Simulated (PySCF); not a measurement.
Question: Write a Z-matrix for `C(F)[C@@H]1[NH2+][C@@H](C1)C` as optimised with GFN2-xTB. (Charge +1.)

Answer: 
Z-matrix in Å and degrees, rows numbered from 1:
```
C 
C   1  1.5067
C   2  1.5366  1  117.54
C   3  1.5366  2   88.43  1  -125.81
C   4  1.5215  3  117.08  2   124.18
F   5  1.3714  4  107.63  3   -57.60
N   4  1.5017  3   89.92  2     9.62
H   1  1.0874  2  111.30  3   170.78
H   1  1.0872  2  109.12  3   -70.29
H   1  1.0883  2  111.15  3    48.65
H   2  1.0909  1  111.58  3   133.17
H   3  1.0880  2  112.80  1   -11.45
H   3  1.0850  2  116.22  1   115.98
H   4  1.0903  3  114.22  2  -104.38
H   5  1.0945  4  112.44  3  -175.31
H   5  1.0931  4  111.21  3    60.56
H   7  1.0228  2  117.99  1  -107.77
H   7  1.0299  2  110.28  1    17.88
```

Of the pairs four or more bonds apart, those above aside, F6···H12 is among the closest relative to their van der Waals radii: 2.63 Å, 98 % of the sum of Bondi's values. N7 (ammonium nitrogen) has angles from 90.6° to 118.0°. The C–C distances run from 1.507 Å (C1–C2, drawn single) to 1.537 Å (C2–C3, drawn single), a spread of 0.030 Å. H18 on N7 lies 2.19 Å from F6, 4 bonds away (angle at H 108°; Bondi radii sum to 2.67 Å).

Structure optimised with GFN2-xTB, isolated species.

Point group: C1 (no symmetry element, even within 0.4 Å). Not checked by GFN2-xTB frequencies. Torsions: C3–C4–C5–F6 -58°, C1–C2–C3–C4 -126°, C2–C3–C4–C5 124°, C3–C4–N7–C2 -10°, C1–C2–N7–C4 130°.

One conformer stands for the species.

The numbers are calculated, not measured.
